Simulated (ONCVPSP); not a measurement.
**Transferability test, ONCV potential for rhodium (Rh)**

Rh, optimised norm-conserving Vanderbilt (ONCV), made with ONCVPSP 4.0.1 (BLYP, scalar-relativistic). Core [Ar] 3d10, reference 4s2 4p6 4d6 (charge +3). Waves: 4s: rc 1.50 bohr, ncon 4, nbas 8, qcut 8.3 1/bohr, 2 projectors, debl 2.7 Ha; 4p: rc 1.05 bohr, ncon 3, nbas 7, qcut 7 1/bohr, 2 projectors, debl 0.4 Ha; 4d: rc 1.65 bohr, ncon 5, nbas 10, qcut 9 1/bohr, 3 projectors, debl 0.9 Ha. Local part: polynomial inside 1.05 bohr (lpopt 3, dvloc0 0 Ha). Core correction: none.

In the s channel the program set the typed energies aside and used -4.351, 0.050 Ha. In the p channel the program set the typed energies aside and used -3.157, 0.250 Ha. In the d channel the program set the typed energies aside and used -1.448, 0.250, 1.150 Ha.

Energies are relative to the spin-unpolarised reference configuration 4s2 4p6 4d6; without spin polarisation the order of configurations can differ from experiment.

```tsv
valence configuration	charge	ΔE all-electron (eV)	error AE − PS (meV)
4s2 4p6 4d8 5s1	0	-59.385	+8.7
4s2 4p6 4d7	+2	-32.399	+5.0
4s2 4p6 4d8 5p1	0	-55.755	+8.5
```

What are ΔE and the potential's error for 4s2 4p6 4d8?

ΔE = -51.838 eV all-electron; the error (AE − PS) is +8.4 meV.

Levels in the configuration 4s2 4p6 4d8:

```json
{"level": "4s", "all-electron (eV)": "-90.155", "pseudo (eV)": "-90.154"}
{"level": "4p", "all-electron (eV)": "-58.081", "pseudo (eV)": "-58.081"}
{"level": "4d", "all-electron (eV)": "-13.529", "pseudo (eV)": "-13.530"}
```
